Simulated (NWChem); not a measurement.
System: CH$_{2}$NO, doublet; SMILES N[C]=O

NWChem input:

```
start job
memory heap 200 mb stack 900 mb global 1100 mb
geometry units angstroms noautosym nocenter noautoz
  N      0.095771     1.084854     0.000000
  C     -0.401686    -0.153523     0.000000
  O      0.151452    -1.208490     0.000000
  H      1.101305     1.250946     0.000000
  H     -0.523918     1.881805     0.000000
end
basis spherical
  * library def2-tzvpd
end
dft
  odft
  mult 2
  xc b3lyp
  iterations 150
end
cosmo
  do_cosmo_smd true
  solvent water
end
task dft energy
```

NWChem printed, in part:

```
             Northwest Computational Chemistry Package (NWChem) 7.3.0
             --------------------------------------------------------

                             Geometry "geometry" -> ""
                             -------------------------

 Output coordinates in angstroms (scale by  1.889725989 to convert to a.u.)

  No.       Tag          Charge          X              Y              Z
 ---- ---------------- ---------- -------------- -------------- --------------
    1 N                    7.0000     0.09577100     1.08485400     0.00000000
    2 C                    6.0000    -0.40168600    -0.15352300     0.00000000
    3 O                    8.0000     0.15145200    -1.20849000     0.00000000
    4 H                    1.0000     1.10130500     1.25094600     0.00000000
    5 H                    1.0000    -0.52391800     1.88180500     0.00000000

 Effective nuclear repulsion energy (a.u.)      64.5475880006

                                 NWChem DFT Module
                                 -----------------

 Summary of "ao basis" -> "ao basis" (spherical)
 ------------------------------------------------------------------------------
       Tag                 Description            Shells   Functions and Types
 ---------------- ------------------------------  ------  ---------------------
 N                         def2-tzvpd               13       37   6s3p3d1f
 C                         def2-tzvpd               13       37   6s3p3d1f
 O                         def2-tzvpd               14       40   6s4p3d1f
 H                         def2-tzvpd                5        9   3s2p

 in cosmo_initialize ...
 calling solv_data for solv:h2o

 solvent parameters
 solvname_short: h2o
 solvname_long:  water
 dielec:       78.4000
 dielecinf:     1.7769
 aqueous SMD model solvent descriptors
 dielec:       78.4000
 sola:          0.8200

          ---------------
          -cosmo- solvent
          ---------------
 Cosmo: York-Karplus, doi: 10.1021/jp992097l
 dielectric constant -eps-     =  78.40
 screen = (eps-1)/(eps    )    =   0.98724
 surface charge correction     = lagrangian

   van der Waals surface
 --------------------------

 ---------- ATOMIC COORDINATES (A.U.) ------------ VDWR(ANG.) --
     1    0.18098095    2.05007680    0.00000000     1.890
     2   -0.75907647   -0.29011640    0.00000000     1.850
     3    0.28620278   -2.28371496    0.00000000     1.520
     4    2.08116468    2.36394517    0.00000000     1.200
     5   -0.99006146    3.55609581    0.00000000     1.200
 number of segments per atom =        128
 number of   points per atom =        128
 atom (   nspa,  nppa )
 ----------------------
    1 (     78,     0 )       0
    2 (     66,     0 )       0
    3 (     78,     0 )       0
    4 (     44,     0 )       0
    5 (     48,     0 )       0
 number of -cosmo- surface points =      314
 molecular surface =     68.362 angstrom**2
 molecular volume  =     46.910 angstrom**3
 -lineq- algorithm             =   0
 -bem- low  level              =   3
 -bem- from -octahedral-
 gaussian surface charge width =   4.50000
 degree of switching           =   1.00000
 switching function tolerance  =   0.00010
 atomic radii =
 --------------
    1  7.000  1.890
    2  6.000  1.850
    3  8.000  1.520
    4  1.000  1.200
    5  1.000  1.200
 ...... end of -cosmo- initialization ......

 nat:                     5
 ixmem:                  1509
 calling mnsol_interface()
 G(SMD-CDS) energy (kcal/mol)  =     5.493
 SMD-CDS SASA (angstrom**2)    =    88.953

            General Information
            -------------------
          SCF calculation type: DFT
          Wavefunction type:  spin polarized.
          No. of atoms     :     5
          No. of electrons :    23
           Alpha electrons :    12
            Beta electrons :    11
          Charge           :     0
          Spin multiplicity:     2
          Use of symmetry is: off; symmetry adaption is: off
          Maximum number of iterations: 150
          AO basis - number of functions:   132
                     number of shells:    50
          Convergence on energy requested:  1.00D-06
          Convergence on density requested:  1.00D-05
          Convergence on gradient requested:  5.00D-04

              XC Information
              --------------
                         B3LYP Method XC Potential
                     Hartree-Fock (Exact) Exchange  0.200
                        Slater Exchange Functional  0.800 local
                    Becke 1988 Exchange Functional  0.720 non-local
              Lee-Yang-Parr Correlation Functional  0.810
                  VWN I RPA Correlation Functional  0.190 local

             Grid Information
             ----------------
          Grid used for XC integration:  medium
          Radial quadrature: Mura-Knowles
          Angular quadrature: Lebedev.
          Tag              B.-S. Rad. Rad. Pts. Rad. Cut. Ang. Pts.
          ---              ---------- --------- --------- ---------
          N                   0.65       49          10.0       434
          C                   0.70       49           9.0       434
          O                   0.60       49          11.0       434
          H                   0.35       45          11.0       434
          Grid pruning is: on
          Number of quadrature shells:   237
          Spatial weights used:  Erf1

      Superposition of Atomic Density Guess
      -------------------------------------

 Sum of atomic energies:        -167.76693478

      Non-variational initial energy
      ------------------------------

 Total energy =    -169.040616
 1-e energy   =    -355.701687
 2-e energy   =     122.113483
 HOMO         =      -0.141632
 LUMO         =       0.056716

[...]

                                COSMO-SMD solvation results
                                ---------------------------

             internal energy in gas <Psi(g)|H|Psi(g)> =      -169.316262077201
         internal energy in solvent <Psi(s)|H|Psi(s)> =      -169.311928406088
                               delta internal energy  =         0.004333671112 (    2.72 kcal/mol)
   total free energy in solvent <Psi(s)|H+V/2|Psi(s)> =      -169.331135737301
 polarization energy contribution <Psi(s)|V/2|Psi(s)> =        -0.019207331213 (  -12.05 kcal/mol)
    total free energy in solvent including G(SMD-CDS) =      -169.322382710185
                       G(SMD-CDS) energy contribution =         0.008753027116 (    5.49 kcal/mol)
     1 M fixed-concentration free energy of solvation =        -0.006120632985 (   -3.84 kcal/mol)

                    DFT Final Alpha Molecular Orbital Analysis
                    ------------------------------------------

 Vector   10  Occ=1.000000D+00  E=-4.213495D-01
              MO Center= -1.1D-01, -6.1D-01,  3.0D-10, r^2= 1.7D+00
   Bfn.  Coefficient  Atom+Function         Bfn.  Coefficient  Atom+Function
  ----- ------------  ---------------      ----- ------------  ---------------
    82      0.295707  3 O  py                81      0.241729  3 O  px
    44      0.232835  2 C  px                85      0.225078  3 O  py
    84      0.204014  3 O  px                47      0.177850  2 C  px
    88      0.139071  3 O  py                87      0.135856  3 O  px
     7     -0.112916  1 N  px               125      0.100274  5 H  s

 Vector   11  Occ=1.000000D+00  E=-3.139215D-01
              MO Center=  9.2D-02,  3.7D-01,  7.4D-10, r^2= 1.9D+00
   Bfn.  Coefficient  Atom+Function         Bfn.  Coefficient  Atom+Function
  ----- ------------  ---------------      ----- ------------  ---------------
     9      0.370488  1 N  pz                12      0.327621  1 N  pz
    83     -0.278966  3 O  pz                86     -0.230862  3 O  pz
    15      0.226638  1 N  pz                89     -0.162427  3 O  pz
    59      0.044167  2 C  d -1              49      0.035799  2 C  pz
    46      0.035133  2 C  pz                54      0.025612  2 C  d -1

 Vector   12  Occ=1.000000D+00  E=-2.295132D-01
              MO Center= -3.9D-01, -3.4D-01, -1.3D-09, r^2= 1.8D+00
   Bfn.  Coefficient  Atom+Function         Bfn.  Coefficient  Atom+Function
  ----- ------------  ---------------      ----- ------------  ---------------
    42      0.320782  2 C  s                 44     -0.316239  2 C  px
    81      0.305830  3 O  px                47     -0.281819  2 C  px
    84      0.244815  3 O  px                41      0.225249  2 C  s
    87      0.204082  3 O  px                43      0.193854  2 C  s
    50     -0.138313  2 C  px                40      0.131480  2 C  s

 Vector   13  Occ=0.000000D+00  E= 1.372255D-03
              MO Center= -2.4D-01, -8.2D-02,  3.0D-09, r^2= 2.1D+00
   Bfn.  Coefficient  Atom+Function         Bfn.  Coefficient  Atom+Function
  ----- ------------  ---------------      ----- ------------  ---------------
    52      0.437932  2 C  pz                46      0.400096  2 C  pz
    49      0.378454  2 C  pz                83     -0.244872  3 O  pz
    89     -0.237997  3 O  pz                86     -0.212621  3 O  pz
    15     -0.208003  1 N  pz                 9     -0.197156  1 N  pz
    12     -0.189164  1 N  pz               123     -0.128015  4 H  pz

 Vector   14  Occ=0.000000D+00  E= 9.989911D-03
              MO Center= -7.6D-02,  3.7D-01, -1.3D-09, r^2= 1.0D+01
   Bfn.  Coefficient  Atom+Function         Bfn.  Coefficient  Atom+Function
  ----- ------------  ---------------      ----- ------------  ---------------
    43      3.910905  2 C  s                 80     -3.370972  3 O  s
    42      2.047952  2 C  s                126     -1.827050  5 H  s
   117     -1.027817  4 H  s                  6      0.835916  1 N  s
    50      0.822207  2 C  px                79     -0.786108  3 O  s
    91     -0.756173  3 O  py               131      0.738250  5 H  py

 Vector   15  Occ=0.000000D+00  E= 3.727156D-02
              MO Center=  6.4D-02, -3.4D-01, -1.5D-09, r^2= 1.2D+01
   Bfn.  Coefficient  Atom+Function         Bfn.  Coefficient  Atom+Function
  ----- ------------  ---------------      ----- ------------  ---------------
     6      5.147678  1 N  s                 43     -3.392673  2 C  s
    80      2.680891  3 O  s                126     -2.493202  5 H  s
   117     -2.188344  4 H  s                 42     -1.787092  2 C  s
     5      1.489763  1 N  s                 91      1.176019  3 O  py
    50     -0.863323  2 C  px               121      0.668392  4 H  px

                     DFT Final Beta Molecular Orbital Analysis
                     -----------------------------------------

 Vector    9  Occ=1.000000D+00  E=-4.418940D-01
              MO Center= -2.9D-02, -4.5D-01,  8.5D-11, r^2= 1.4D+00
   Bfn.  Coefficient  Atom+Function         Bfn.  Coefficient  Atom+Function
  ----- ------------  ---------------      ----- ------------  ---------------
    83      0.324428  3 O  pz                86      0.262101  3 O  pz
    46      0.258576  2 C  pz                49      0.196055  2 C  pz
     9      0.177454  1 N  pz                89      0.164291  3 O  pz
    12      0.152391  1 N  pz                15      0.093501  1 N  pz
    52      0.044041  2 C  pz

 Vector   10  Occ=1.000000D+00  E=-3.760230D-01
              MO Center= -1.0D-01, -7.7D-01, -1.5D-10, r^2= 1.4D+00
   Bfn.  Coefficient  Atom+Function         Bfn.  Coefficient  Atom+Function
  ----- ------------  ---------------      ----- ------------  ---------------
    81      0.295279  3 O  px                82      0.252682  3 O  py
    84      0.245000  3 O  px                44      0.208027  2 C  px
    85      0.197732  3 O  py                87      0.172851  3 O  px
    47      0.155277  2 C  px                88      0.133860  3 O  py
    41     -0.087323  2 C  s                125      0.081297  5 H  s

 Vector   11  Occ=1.000000D+00  E=-3.112597D-01
              MO Center=  9.4D-02,  3.7D-01,  7.1D-10, r^2= 1.9D+00
   Bfn.  Coefficient  Atom+Function         Bfn.  Coefficient  Atom+Function
  ----- ------------  ---------------      ----- ------------  ---------------
     9      0.371063  1 N  pz                12      0.328774  1 N  pz
    83     -0.276676  3 O  pz                15      0.230823  1 N  pz
    86     -0.229251  3 O  pz                89     -0.163690  3 O  pz
    59      0.043524  2 C  d -1              49      0.027179  2 C  pz
    46      0.026907  2 C  pz                54      0.025434  2 C  d -1

 Vector   12  Occ=0.000000D+00  E=-9.284808D-02
              MO Center= -4.6D-01, -2.1D-01, -2.4D-09, r^2= 2.5D+00
   Bfn.  Coefficient  Atom+Function         Bfn.  Coefficient  Atom+Function
  ----- ------------  ---------------      ----- ------------  ---------------
    43      0.855113  2 C  s                 42      0.608394  2 C  s
    80     -0.531577  3 O  s                 44     -0.281112  2 C  px
    81      0.249270  3 O  px                47     -0.240027  2 C  px
    87      0.214819  3 O  px                84      0.203981  3 O  px
    41      0.197278  2 C  s                  4     -0.190197  1 N  s

 Vector   13  Occ=0.000000D+00  E= 1.776917D-02
              MO Center= -2.9D-02,  3.7D-01,  6.4D-09, r^2= 1.0D+01
   Bfn.  Coefficient  Atom+Function         Bfn.  Coefficient  Atom+Function
  ----- ------------  ---------------      ----- ------------  ---------------
    43      3.638413  2 C  s                 80     -3.350987  3 O  s
   126     -2.061055  5 H  s                 42      1.997560  2 C  s
     6      1.376239  1 N  s                117     -1.264632  4 H  s
    50      0.853654  2 C  px                91     -0.839083  3 O  py
   131      0.797344  5 H  py                79     -0.783834  3 O  s

 Vector   14  Occ=0.000000D+00  E= 2.108633D-02
              MO Center= -2.3D-01, -8.5D-02, -4.5D-09, r^2= 2.2D+00
   Bfn.  Coefficient  Atom+Function         Bfn.  Coefficient  Atom+Function
  ----- ------------  ---------------      ----- ------------  ---------------
    52      0.470694  2 C  pz                46      0.401455  2 C  pz
    49      0.368432  2 C  pz                89     -0.245095  3 O  pz
    83     -0.240888  3 O  pz                86     -0.211675  3 O  pz
    15     -0.194715  1 N  pz                 9     -0.186021  1 N  pz
    12     -0.181442  1 N  pz               123     -0.152125  4 H  pz

   alpha - beta orbital overlaps
   -----------------------------

   alpha      1      2      3      4      5      6      7      8      9     10
    beta      1      2      3      4      5      6      7      8      9     10
 overlap   1.000  1.000  1.000  1.000  0.999  0.993  0.988  0.982  1.000  0.978

   alpha     11     12     13     14     15     16     17     18     19     20
    beta     11     12     14     13     15     16     17     18     19     20
 overlap   1.000  0.973  0.999  0.979  0.995  0.995  1.000  0.989  0.991  0.996

   alpha     21     22     23     24     25     26     27     28     29     30
    beta     21     22     23     24     25     26     27     28     29     30
 overlap   0.999  0.999  0.999  0.999  0.998  0.834  0.999  0.835  0.998  0.997

   alpha     31     32     33     34     35     36     37     38     39     40
    beta     31     32     33     34     35     36     37     39     38     40
 overlap   0.997  0.998  0.951  0.962  0.967  0.976  0.842  0.840  1.000  1.000

[...]
```

Level: B3LYP/def2-TZVPD, spin-unrestricted, SMD on the gas-phase geometry. In the optimisation the excess spin sits in a' (Cs, its own frame). All runs use the structure optimised with PBE0/def2-SVP, spin-unrestricted. No stability test was run on the SCF state. Solvent: water.
